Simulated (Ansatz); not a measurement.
Program: Ansatz. Geometries: PBE0-D4/def2-TZVP. ΔE: electronic, gas phase. CCSD(T)/CBS is the MP2 limit (def2-TZVPP, def2-QZVPP) plus CCSD(T) − MP2 in def2-TZVPP, frozen cores. This one scheme is used for every species. Functionals use def2-TZVPP. B3LYP here is the variant with VWN-RPA as its local correlation; programs differ in this. def2 core potentials past Kr. For Sb outer-core shells are correlated without core-valence functions, which leaves a few kJ/mol of doubt a bond. One conformer a species, not always the lowest.

Consider the cleavage of the Si–Sb bond: `C=N[SiH2][SbH2]` + H–F → `C=N[SiH2]F` + `[SbH3]`.

```csv
level,ΔE (kJ/mol),difference from CCSD(T)/CBS
PBE-D4,-91.8,12.3
PBE0-D4,-96.3,7.8
B3LYP-D4,-112.8,-8.7
ωB97X-V,-117.5,-13.4
B2PLYP,-120.4,-16.3
PBE,-99.6,4.5
r2SCAN,-113.7,-9.6
B3LYP,-125.4,-21.3
MP2/def2-TZVPP,-105.4,-1.3
SCS-MP2/def2-TZVPP,-117.0,-12.9
CCSD/def2-TZVPP,-117.9,-13.8
HF/def2-QZVPP,-149.8,-45.7
MP2/def2-QZVPP,-101.7,2.4
SCS-MP2/def2-QZVPP,-113.6,-9.5
HF/CBS(def2),-150.0,-45.9
CCSD/CBS(def2),-110.2,-6.1
CCSD(T)/CBS,-104.1,0
```

Largest T1 diagnostic among the species: 0.014.

From PBE to PBE0 (25 % exact exchange), in def2-TZVPP and without D4, ΔE moves by −3.9 kJ/mol. In def2-TZVPP, CCSD(T) changes the Hartree–Fock value by +35.9 kJ/mol (the triples alone add +6.1 kJ/mol) and MP2 by +42.2 kJ/mol.
